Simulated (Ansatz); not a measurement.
Reaction (atomization): `C[SiH2]NPS` → C• + 8 H• + N• + P• + S• + Si•

Calculated with Ansatz (gas phase, PBE0-D4/def2-TZVP geometries, no zero-point term in ΔE). CCSD(T)/CBS is the MP2 limit (def2-TZVPP, def2-QZVPP) plus CCSD(T) − MP2 in def2-TZVPP, frozen cores. This one scheme is used for every species, atoms too. Functionals use def2-TZVPP. Open shells (•) are unrestricted, without spin–orbit coupling. Spin–orbit coupling would lower the free atoms: a little for C, S, Si. Each species was taken in one conformer, which may not be the lowest.

CCSD(T)/CBS gives +4284.7 kJ/mol.

(1) Another level gave +4270.8 kJ/mol. Which?
A. CCSD(T)/def2-TZVPP
B. BLYP-D4/def2-TZVPP
C. PBE0-D4/def2-TZVPP
D. r2SCAN/def2-TZVPP

Largest T1 diagnostic among the species: 0.012.

Results:

(1) D. r2SCAN 4270.8, BLYP-D4 4286.5, CCSD(T)/def2-TZVPP 4145.8, PBE0-D4 4275.6 kJ/mol.

At CCSD(T), def2-SVP lies −362.0 kJ/mol from the extrapolated value and def2-TZVPP −138.9 kJ/mol: correlation converges slowly with the basis, and small sets miss more of it in the bonded molecule than in its fragments. The D4 term adds +57.7 kJ/mol with B3LYP and +30.7 kJ/mol with PBE0; it sums over pairs of atoms, weighted by their polarisabilities, and B3LYP, whose exchange is more repulsive, gets the larger term. From BLYP to BHLYP (50 % exact exchange), in def2-TZVPP and without D4, ΔE moves by −55.9 kJ/mol: exact exchange takes away binding that semilocal exchange gives to molecules.

B3LYP here is the variant with VWN-RPA as its local correlation; programs differ in this.

For atomizations the MP2-based limit and the directly extrapolated one differ by several kJ/mol either way, and by 10 to 25 for some Ge, Se and Sn compounds, so smaller differences from it don't rank the levels.
